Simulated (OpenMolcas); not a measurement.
Mn2+.

| Property | Result |
| --- | --- |
| Program | OpenMolcas |
| Method | RASSCF |
| Basis | ANO-R2 [7s4p4d2f1g] |
| Scalar Hamiltonian | X2C, finite nucleus |
| Active space | 11 electrons in 8 orbitals (RAS1 3p, at most 2 holes; RAS2 3d) |
| State averaging | 2S+1 = 6 even, 1 root; 2S+1 = 4 even, 24 roots; 2S+1 = 2 even, 58 roots |
| Spin-orbit coupling | state interaction with AMFI integrals over the reference wave functions, term energies averaged over their components |

Levels without dynamic correlation, in cm⁻¹ above 3d⁵ ⁶S_5/2:

```tsv
Level	E
3d⁵ ⁴P_5/2	33627
3d⁵ ⁴G_5/2	33004
3d⁵ ⁴D_7/2	38983
3d⁵ ²D_5/2(1) [74 %]	48041
3d⁵ ²I_11/2	48317
```

On this reference, MS-RASPT2, IPEA 0.25 Eh, imaginary shift 0.1 Eh (closed shells correlated: 3s) puts 3d⁵ ⁴P_5/2 at 30580 cm⁻¹.

Problem. Estimate the other levels at that method by one scale factor, and say how well it serves.

Solution. The factor is 30580 / 33627 = 0.909. Scaled values beside those that MS-RASPT2 gives and measured ones (Corliss and Sugar, J. Phys. Chem. Ref. Data 6, 1253 (1977)):
| Level | Scaled | MS-RASPT2 | Miss (%) | Measured |
| --- | --- | --- | --- | --- |
| 3d⁵ ⁴G_5/2 | 30001 | 27820 | +7.8 |  |
| 3d⁵ ⁴D_7/2 | 35436 | 33710 | +5.1 | 32307 |
| 3d⁵ ²D_5/2(1) [74 %] | 43669 | 43300 | +0.9 | 41238 |
| 3d⁵ ²I_11/2 | 43920 | 40570 | +8.3 | 39174 |
For these levels the scaled values miss MS-RASPT2 by up to 8.3 %, as correlation changes each term by its own factor, spin-orbit parts do not scale and CASPT2 has its own spread within terms. This holds within one configuration; levels of others move differently, and the target method has errors of its own against measurement.

Term energies are means over components that CASPT2 splits; among the terms shown or strongly mixed into the levels shown the widest spread is 940 cm-1 (3d⁵ ²I, MS-RASPT2). Active for correlation alone: 3p; no level in the range computed is led by a configuration that opens it, so any true level of that kind is missing. Without dynamic correlation excited terms often stand tens of per cent too high (terms of higher spin than the ground term too low), and those without a measured partner can miss by more than the paired ones (holds for RASSCF). Measured partners are found by configuration, term and J. A level has none where our copy of the source lacks it or the pairing is in doubt (some pairs that miss far off the trend of their configuration count as doubtful), and it then counts in no deviation. Only configurations of the active space appear.

A share in square brackets marks a mixed level and gives the weight of the term that names it, the lowest over the columns. A number in round brackets counts repeated terms of one configuration in the order of the reference energies.
